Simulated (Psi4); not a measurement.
C$_{2}$H$_{8}$OSi, singlet, geometry from GFN2-xTB, atoms displaced at random by about 0.08 Å a coordinate; HF/6-31G, gradient in Psi4 1.11.

Psi4 was given this input:
```
memory 2 GB

molecule mol {
0 1
Si    0.773620    0.433847    0.319767
O     1.314160   -0.929491    0.096493
C    -1.082031    0.519755   -0.610714
C    -1.827163   -0.453795   -0.005824
H     1.721811    1.426071   -0.434862
H     0.602121    0.793613    1.736752
H     0.985923   -1.791674    0.392968
H    -0.879171    0.465248   -1.630603
H    -1.402387    1.619397   -0.399837
H    -2.021658   -0.312041    1.150647
H    -2.940406   -0.312923   -0.470236
H    -1.544917   -1.574662   -0.409632
symmetry c1
no_reorient
no_com
}

set {
  basis 6-31g
  reference rhf
}

gradient('scf')
print_variables()
```

What the program printed (banner, timings and long lists left out):

```
gradient() will perform analytic gradient computation.

   => Loading Basis Set <=

    Name: 6-31G
    Role: ORBITAL
    Keyword: BASIS

         ---------------------------------------------------------
                                   SCF
               by Justin Turney, Rob Parrish, Andy Simmonett
                          and Daniel G. A. Smith
                              RHF Reference
         ---------------------------------------------------------

  ==> Geometry <==

    Molecular point group: c1
    Full point group: C1

    Geometry (in Angstrom), charge = 0, multiplicity = 1:

       Center              X                  Y                   Z               Mass
    ------------   -----------------  -----------------  -----------------  -----------------
         SI           0.773620000000     0.433847000000     0.319767000000    27.976926534650
         O            1.314160000000    -0.929491000000     0.096493000000    15.994914619570
         C           -1.082031000000     0.519755000000    -0.610714000000    12.000000000000
         C           -1.827163000000    -0.453795000000    -0.005824000000    12.000000000000
         H            1.721811000000     1.426071000000    -0.434862000000     1.007825032230
         H            0.602121000000     0.793613000000     1.736752000000     1.007825032230
         H            0.985923000000    -1.791674000000     0.392968000000     1.007825032230
         H           -0.879171000000     0.465248000000    -1.630603000000     1.007825032230
         H           -1.402387000000     1.619397000000    -0.399837000000     1.007825032230
         H           -2.021658000000    -0.312041000000     1.150647000000     1.007825032230
         H           -2.940406000000    -0.312923000000    -0.470236000000     1.007825032230
         H           -1.544917000000    -1.574662000000    -0.409632000000     1.007825032230

  Running in c1 symmetry.

  Rotational constants: A =      0.35122  B =      0.12357  C =      0.10495 [cm^-1]
  Rotational constants: A =  10529.20835  B =   3704.48101  C =   3146.28966 [MHz]
  Nuclear repulsion =  179.705384854851388

  Charge       = 0
  Multiplicity = 1
  Electrons    = 42
  Nalpha       = 21
  Nbeta        = 21

  ==> Algorithm <==

  SCF Algorithm Type is DF.
  DIIS enabled.
  MOM disabled.
  Fractional occupation disabled.
  Guess Type is SAD.
  Energy threshold   = 1.00e-08
  Density threshold  = 1.00e-08
  Integral threshold = 1.00e-12

[...]
  @DF-RHF Final Energy:  -443.98828283784030
    Total Energy =                       -443.9882828378403019
[...]
         H           -0.879171000000     0.465248000000    -1.630603000000     1.007825032230
         H           -1.402387000000     1.619397000000    -0.399837000000     1.007825032230
         H           -2.021658000000    -0.312041000000     1.150647000000     1.007825032230
         H           -2.940406000000    -0.312923000000    -0.470236000000     1.007825032230
         H           -1.544917000000    -1.574662000000    -0.409632000000     1.007825032230

  Nuclear repulsion =  179.705384854851388

  ==> Basis Set <==

  Basis Set: 6-31G
    Blend: 6-31G
    Number of shells: 38
    Number of basis functions: 56
    Number of Cartesian functions: 56
    Spherical Harmonics?: false
    Max angular momentum: 1

  ==> DFJKGrad: Density-Fitted SCF Gradients <==

    Gradient:                    1
    J tasked:                  Yes
    K tasked:                  Yes
    wK tasked:                  No
    Integrals threads:           1
    Schwarz Cutoff:          1E-12
    Fitting Condition:       1E-10

   => Auxiliary Basis Set <=

  Basis Set: (6-31G AUX)
    Blend: CC-PVDZ-JKFIT
    Number of shells: 180
    Number of basis functions: 573
    Number of Cartesian functions: 573
    Spherical Harmonics?: false
    Max angular momentum: 3

  -Total Gradient:
     Atom            X                  Y                   Z
    ------   -----------------  -----------------  -----------------
       1        0.085322534644    -0.225711899080     0.029268268321
       2       -0.057366426656     0.234501763793     0.005164029254
       3       -0.124628072209    -0.141161913537    -0.028782975720
       4        0.154095448808     0.110516618083    -0.019715969156
       5        0.012190955009     0.011547679003    -0.016500389149
       6        0.001091196550    -0.002437848984    -0.009504826708
       7       -0.021290190151    -0.020109986606     0.015747712135
       8        0.001111847907     0.008451619849     0.032151312600
       9       -0.002998250998     0.042238379188     0.008177577892
      10       -0.017604135135     0.018516285303     0.050241262723
      11       -0.041875087505     0.019737474131    -0.028725876656
      12        0.011950179737    -0.056088171144    -0.037520125535

  Variable Map:
  ----------------------------------------------------------------------------
[...]
  Array Variable Map:
  ----------------------------------------------------------------------------
[...]
[...]
```
